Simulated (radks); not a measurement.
Species: H. Configuration: 1s1.

Calculated with a radial shooting solver on a logarithmic mesh with Libxc functionals: scalar-relativistic Kohn-Sham, PBE, spin-polarised, spherical densities, point nucleus; open shells are filled with parallel spins first.

Energy parts (eV):
| part | energy |
|---|---|
| total | -13.606 |
| kinetic | 13.465 |
| electron-nucleus | -27.053 |
| Hartree | 8.349 |
| exchange-correlation | -8.367 |

Orbitals (lengths in bohr, moments of r in powers of bohr; <r^-3> diverges for s and p1/2; r(max) is where P^2 peaks; r(90%) holds 90 % of the orbital's charge):
| orbital | occ. | eigenvalue (eV) | <r^2> | r(90%) | r(max) | <r^-3> |
|---|---|---|---|---|---|---|
| 1s up | 1 | -7.5945 | 3.238 | 2.78 | 0.9828 | - |

The highest occupied level is 1s up at -7.595 eV. Spin moment in Bohr magnetons: 1.
